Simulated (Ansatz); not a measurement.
Ideal-gas functions of `[F][Sn]([Br])([Br])[Br]` at 500 K and 1 bar, from an Ansatz frequency run at PBE0-D4/def2-TZVP.

Molar mass 377.42 g/mol, point group C3v (symmetry number 3), electronic degeneracy 1, moments of inertia 790.876, 790.895, 1301.526 u Å². Harmonic wavenumbers (cm⁻¹, unscaled): 66, 66, 89, 140, 140, 236, 293, 293, 643.

Use S(trans) = R[1.5 ln M + 2.5 ln T − 1.1517]; rotational temperatures θ = 24.2544 K / I; S(rot) = R[ln(√π/σ · √(T³/θAθBθC)) + 1.5]; for each mode x = 1.438777 ν̃/T, S = R[x/(eˣ − 1) − ln(1 − e⁻ˣ)] and H = RT x/(eˣ − 1); 1 cm⁻¹ = 0.0119627 kJ/mol; R = 8.31446 J/(mol·K).

Question: By hand: the entropy, in J/(mol·K).

Answer: Translation 193.6. Rotation: θ = 0.0307, 0.0307, 0.0186 K, giving 131.1. Vibration, mode by mode: 22.14, 22.14, 19.66, 15.93, 15.93, 11.69, 9.98, 9.98, 4.29, in all 131.7. Electronic 0.0. Sum 456.4 J/(mol·K).

Question: By hand: H − E and G − E in kJ/mol, counted from the electronic energy.

Answer: Zero-point energy ½ × 1966 × 0.0119627 = 11.8; thermal vibration 27.6; translation, rotation and pV give 4 RT = 16.6. H − E = 56.0 kJ/mol, and G − E = 56.0 − 500 × 456.4/1000 = -172.2 kJ/mol.

Vibration gives 29 % of the entropy, 95.8 J/(mol·K) of it from the modes under 150 cm⁻¹: soft modes count most, and the harmonic formula is weakest for them.
